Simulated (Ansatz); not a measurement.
Gas-phase electronic energies from Ansatz, PBE0-D4/def2-TZVP geometries. CCSD(T)/CBS is the MP2 limit (def2-TZVPP, def2-QZVPP) plus CCSD(T) − MP2 in def2-TZVPP, frozen cores. This one scheme is used for every species. Functionals use def2-TZVPP. B3LYP here is the variant with VWN-RPA as its local correlation; programs differ in this. Each species was taken in one conformer, which may not be the lowest.

Consider the cleavage of the Si–B bond: `CB(O)[SiH2][AlH2]` + H₂S → `[AlH2][SiH2]S` + `CBO`.

CCSD(T)/CBS gives -16.5 kcal/mol.

(1) Another level gave -13.6 kcal/mol. Which?
A. PBE0/def2-TZVPP
B. HF/def2-TZVPP
C. PBE-D4/def2-TZVPP
D. B3LYP/def2-TZVPP

Largest T1 diagnostic among the species: 0.014.

Results:

(1) C. PBE-D4 -13.6, HF/def2-TZVPP -20.7, B3LYP -16.9, PBE0 -15.6 kcal/mol.

Leaving LDA and LC-ωPBE aside and taking each functional with its dispersion term where it has one, the values, not all of them listed here, spread over 4.3 kcal/mol, from BHLYP-D4 to revPBE-D4. LDA lies +1.5 kcal/mol from PBE without D4. In def2-TZVPP, CCSD(T) changes the Hartree–Fock value by +5.1 kcal/mol (the triples alone add +0.7 kcal/mol) and MP2 by +3.1 kcal/mol.

CCSD(T)/CBS has its own doubt, a few kJ/mol and more with outer-core shells, so smaller differences from it don't rank the levels.
